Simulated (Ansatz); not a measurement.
Ansatz (a program for electronic structure) input (RPA@PBE/def2-TZVPP):

Ansatz 0.2 input:
```yaml
crystal:
  periodic: [false, false, false]
  atoms:
    - {symbol: C, position_ang: [-0.03345899, 2.09337184, 1.90920502]}
    - {symbol: Ge, position_ang: [-0.23764906, 0.39893205, 1.27124278]}
    - {symbol: C, position_ang: [-2.08163402, -0.30876670, 1.19635176]}
    - {symbol: C, position_ang: [0.99419442, -0.97457943, 1.98029467]}
    - {symbol: I, position_ang: [0.33385905, -0.33890401, -1.59774361]}
    - {symbol: H, position_ang: [0.97727311, 2.47482469, 2.02826114]}
    - {symbol: H, position_ang: [-0.74693910, 2.84805826, 1.58880752]}
    - {symbol: H, position_ang: [-2.45128405, -0.49509107, 2.20731095]}
    - {symbol: H, position_ang: [-2.73058507, 0.41988936, 0.71049116]}
    - {symbol: H, position_ang: [-2.09920528, -1.23123279, 0.61878210]}
    - {symbol: H, position_ang: [2.01910231, -0.60825717, 1.92105405]}
    - {symbol: H, position_ang: [0.91383404, -1.88345380, 1.38672182]}
    - {symbol: H, position_ang: [0.75343570, -1.18880441, 3.02410467]}
basis:
  gaussian:
    orbitals: def2-TZVPP
hamiltonian:
  xc: pbe
total_charge: -1
magnetization: {spin_polarized: false}
correlation: {method: rpa, electrons: outside_noble_gas}
```

End of the output:

```
integrals: 0.87 GiB planned
1961 factors; integrals over basis functions are off by at most 1.2e-3 eV
0.41 GiB of the device are held for the grids
2.15 GiB of device memory are held for the factors and their scratch space
mean field: 2.81 GiB planned
mean field evaluation 1: about -67830.1851 eV, gradient 9.6e1 eV
mean field evaluation 2: about -67830.1769 eV, gradient 9.6e1 eV
mean field evaluation 4: about -67846.9931 eV, gradient 3.4e1 eV
mean field evaluation 8: about -67850.4672 eV, gradient 4.4e-1 eV
mean field evaluation 16: about -67850.4674 eV, gradient 9.3e-4 eV
mean field evaluation 32: about -67815.4267 eV, gradient 6.0e1 eV
mean field -67850.46736904 eV, -2493.4586851137 hartree, gradient 2.8e-6 eV, S^2 0.000000; 0 other end points of the search recorded, 0 dependent functions left out
26 core orbitals not correlated
reference -67764.71469442 eV, -2490.3073324464 hartree; 16, 16 occupied and 261, 261 virtual orbitals, 1961 factors
Total energy: -67802.07606533 eV, -2491.6803375029 hartree
```

It need not be the lowest isomer of its formula. Whether it binds its extra electron was not tested at this geometry.
